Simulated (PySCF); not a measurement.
# Sn2Se at several levels of theory

All levels use the PBE0 minimum (triplet; Se–Sn 2.488 Å (×2); Sn–Se–Sn 180.0°), basis [Se def2-SVP, Sn def2-SVP with ECP28], scalar-relativistic core potentials, density fitting, no spin–orbit coupling, PySCF. For vertical energies the ionised species is a doublet (spins chosen at PBE0 and kept) and the electron-attached one a doublet. Atomisation goes to high-spin ground-configuration atoms, without zero-point energy. Open shells are unrestricted, also as the reference of the correlated levels. A dash marks a value that was not computed or is not defined at that level.

```tsv
level	atomisation (kJ/mol)	vertical IP (eV)	vertical EA (eV)	−ε(HOMO) (eV)
PBE0	534	6.30	1.18	4.71
HF	204	5.52	1.01	6.16
MP2	–	6.08	0.95	–
PBE	?	?	?	?
r2SCAN	–	6.47	1.17	4.37
B3LYP	530	6.25	1.13	4.46
TPSSh	558	6.30	1.14	4.36
CAM-B3LYP	480	6.14	1.26	5.40
M06-2X	?	?	?	?
```

**Question.** Fill in the row of PBE.

**Answer.** atomisation (kJ/mol) 595, vertical IP (eV) 6.31, vertical EA (eV) 1.10, −ε(HOMO) (eV) 4.07.

**Question.** Fill in the row of M06-2X.

**Answer.** atomisation (kJ/mol) 447, vertical IP (eV) 6.09, vertical EA (eV) 1.27, −ε(HOMO) (eV) 5.46.

Spin contamination in at least one species weakens the values at: PBE0, HF, MP2, r2SCAN, B3LYP, TPSSh, CAM-B3LYP, M06-2X.

Without diffuse functions attachment energies tend to come out too low.

No spin–orbit coupling is included, which matters more the heavier the element.
